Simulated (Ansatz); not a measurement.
Geometry optimisation, RHF/6-31G in Ansatz.

input.yaml

```yaml
crystal:
  periodic: [false, false, false]
  atoms:
    - { symbol: O, position_ang: [1.1587, -1.5877, 2.1036] }
    - { symbol: Si, position_ang: [0.81, -0.9755, 0.5635] }
    - { symbol: O, position_ang: [0.1318, -2.2287, -0.3084] }
    - { symbol: Si, position_ang: [-0.5253, 0.8628, 0.6084] }
    - { symbol: Si, position_ang: [-0.6807, 1.5899, -1.5709] }
    - { symbol: H, position_ang: [0.3434, -1.8823, 2.568] }
    - { symbol: H, position_ang: [2.1348, -0.6226, -0.0547] }
    - { symbol: H, position_ang: [0.808, -2.9531, -0.4729] }
    - { symbol: H, position_ang: [-1.9446, 0.4794, 1.1638] }
    - { symbol: H, position_ang: [-0.0642, 1.913, 1.5424] }
    - { symbol: H, position_ang: [-1.2584, 0.5659, -2.4415] }
    - { symbol: H, position_ang: [0.6953, 1.9678, -2.0206] }
    - { symbol: H, position_ang: [-1.5884, 2.8365, -1.666] }
basis:
  gaussian: { orbitals: "6-31G" }
hamiltonian:
  xc: hf
relax:
  f_tol: 0.015
  max_steps: 40
```

Run as:

```bash
$ ansatz run input.yaml --threads 1 --pin off --max-ram 2048MiB --backend cpu --events-out ev --progress --plain --runs-dir out
```

Task: Where does it end, and by what steps?

Result: The run converged. The force dipped under the threshold on the way, but the program's further checks kept it going. Limits of this set-up: no polarisation functions. After 17 steps the energy has fallen by 0.714 eV; H7 moved furthest, 0.84 Å.

| step | energy less start (eV) | largest force component (eV/Å) | accepted |
| --- | --- | --- | --- |
| 0 | 0.0000 | 2.713 | yes |
| 1 | -0.4777 | 1.759 | yes |
| 2 | -0.6081 | 1.324 | yes |
| 3 | -0.6816 | 0.361 | yes |
| 4 | -0.6494 | 0.592 | no |
| 5 | -0.7030 | 0.050 | yes |
| 6 | -0.7059 | 0.014 | yes |
| 7 | -0.7082 | 0.120 | yes |
| 8 | -0.7086 | 0.134 | yes |
| 9 | -0.7117 | 0.019 | yes |
| 10 | -0.7123 | 0.023 | yes |
| 11 | -0.7131 | 0.059 | yes |
| 12 | -0.7134 | 0.054 | yes |
| 13 | -0.7137 | 0.022 | yes |
| 14 | -0.7138 | 0.005 | yes |
| 15 | -0.7139 | 0.010 | yes |
| 16 | -0.7140 | 0.021 | yes |
| 17 | -0.7140 | 0.013 | yes |

```xyz
13
Properties=species:S:1:pos:R:3
O 0.788 -1.845 2.183
Si 0.985 -0.940 0.758
O 0.547 -1.847 -0.618
Si -0.428 0.950 0.631
Si -0.870 1.503 -1.633
H 0.012 -2.183 2.604
H 2.441 -0.654 0.731
H 0.896 -2.656 -0.962
H -1.702 0.651 1.354
H 0.236 2.094 1.326
H -1.760 0.482 -2.252
H 0.411 1.570 -2.396
H -1.536 2.839 -1.711
```

Time of the run: 35 s on 1 thread of Arm Neoverse V2 (shared host), peak memory 0.15 GiB.
